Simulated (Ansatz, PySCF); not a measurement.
BrF₂H₂NSn, SMILES [NH2][Sn]([F])([F])[Br].

Geometry: PBE0-D3(BJ)/def2-SVP. A frequency run showed that this geometry is not a minimum. The structure was generated by enumeration; whether it is a known compound was not checked. The def2 effective core potentials stand for the cores of Sn; spin–orbit coupling is left out. Other conformers were not sampled.

Vertical ionisation energy (IE) and electron affinity (EA) in eV. Rows of orbital energies are one-electron estimates. Where ΔSCF, EOM or ADC give a negative EA the extra electron is unbound and the value depends on the basis.

```json
[
 {"level": "−ε(HOMO), −ε(LUMO), PBE0/def2-TZVP (PySCF)", "IE": "[?]", "EA": "[?]"},
 {"level": "−ε(HOMO), −ε(LUMO), PBE/def2-TZVP (PySCF)", "IE": "7.32", "EA": "3.60"},
 {"level": "ΔSCF, PBE0/def2-SVPD (Ansatz), final states of multiplicity 2 and 2", "IE": "11.05", "EA": "1.03"},
 {"level": "ΔSCF, PBE/def2-SVPD (Ansatz), final states of multiplicity 2 and 2", "IE": "10.56", "EA": "1.14"}
]
```

Question: Complete the blanks. (Estimate from the structure and the level; the computed values follow.)

Answer: 
- −ε(HOMO), −ε(LUMO), PBE0/def2-TZVP (PySCF), IE: 8.86
- −ε(HOMO), −ε(LUMO), PBE0/def2-TZVP (PySCF), EA: 2.68

Question: What vertical singlet–triplet gap does ΔSCF give with PBE0/def2-SVPD (Ansatz, a quantum-chemistry and plane-wave program) and with PBE/def2-SVPD (Ansatz)? (An estimate is asked for; the answer gives what the named calculation found.)

Answer: 4.54 and 4.01 eV (triplet above singlet where positive).
